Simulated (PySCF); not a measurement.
Zn(Me)(OH) anion (CH4OZn), SMILES [CH3][Zn][OH] (connectivity only; charge and spin as stated), charge -1, multiplicity 2.

The structure is a stationary point at B3LYP-D3(BJ)/def2-SVPD. The spin state was assumed, not searched. The isomer is the one that the SMILES or the coordinates give; other isomers of the formula were not compared. The values are those of a single conformer.

Method: ωB97X/def2-TZVPD run with PySCF.

Gas-phase values at a fixed geometry.

### Question
Estimate the frontier levels, dipole moment and polarisability. (The exact figures need the calculation; the answer reports its results.)

### Answer

The α spin, highest occupied and lowest empty level is -0.66 and 4.12 eV. The β spin, highest occupied and lowest empty level is -4.66 and 4.61 eV. The dipole moment about the centre of nuclear charge is 1.44 D, the mean static polarisability comes out as 134.2 bohr³ (19.88 Å³) and the polarisability, principal values is 114.9, 121.7, 166.0 bohr³. The ⟨S²⟩ comes out as 0.753 (pure state 0.75).
